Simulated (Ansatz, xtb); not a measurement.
# Ligand exchange: CH3Cl + CH2ClI → ICl + C2H5Cl

Gas-phase species: CH3Cl (chloromethane) `CCl`, singlet; CH2ClI (chloroiodomethane) `ClCI`, singlet; ICl (iodine monochloride), singlet; C2H5Cl (chloroethane) `CCCl`, singlet. The partners trade CH3 for I: Cl–CH3 and C–I bonds give way to Cl–I and C–CH3.

Shapes, held fixed at every level: PBE0-D4/def2-TZVP. Programs: Ansatz 0.2.0, xtb 6.7.1. The zero-point and thermal change to 298 K, harmonic and unscaled (PBE0-D4/def2-TZVP), is +3.3 kJ/mol.

```json
{"level": "GFN1-xTB", "kind": "semi-empirical", "ΔH(298 K) (kJ/mol)": "-53.1", "less CCSD(T)/def2-TZVPP": "-44.2"}
{"level": "B3LYP-D4/def2-TZVPP", "kind": "global hybrid", "ΔH(298 K) (kJ/mol)": "-20.3", "less CCSD(T)/def2-TZVPP": "-11.4"}
{"level": "r2SCAN0-D4/def2-TZVPP", "kind": "global hybrid", "ΔH(298 K) (kJ/mol)": "-15.4", "less CCSD(T)/def2-TZVPP": "-6.5"}
{"level": "B2PLYP/def2-TZVPP", "kind": "double hybrid", "ΔH(298 K) (kJ/mol)": "-14.5", "less CCSD(T)/def2-TZVPP": "-5.6"}
{"level": "MP2/def2-SVP", "kind": "perturbation theory", "ΔH(298 K) (kJ/mol)": "-11.4", "less CCSD(T)/def2-TZVPP": "-2.5"}
{"level": "CCSD(T)/def2-SVP", "kind": "coupled cluster or CI", "ΔH(298 K) (kJ/mol)": "-19.3", "less CCSD(T)/def2-TZVPP": "-10.4"}
{"level": "CCSD/def2-SVP", "kind": "coupled cluster or CI", "ΔH(298 K) (kJ/mol)": "-20.8", "less CCSD(T)/def2-TZVPP": "-11.9"}
{"level": "CCSD/def2-TZVPP", "kind": "coupled cluster or CI", "ΔH(298 K) (kJ/mol)": "-11.3", "less CCSD(T)/def2-TZVPP": "-2.4"}
{"level": "CCSD(T)/def2-TZVPP", "kind": "coupled cluster or CI", "ΔH(298 K) (kJ/mol)": "-8.9", "less CCSD(T)/def2-TZVPP": "0.0"}
```

The highest level, CCSD(T)/def2-TZVPP, gives ΔH(298 K) = -8.9 kJ/mol; the levels span -53.1 to -8.9. The column of differences is taken from that level and isn't an error. No measured value is set beside it here. For atoms past krypton def2 sets carry core potentials with scalar relativity. Outer-core shells of I are correlated, in sets that cover them unevenly.
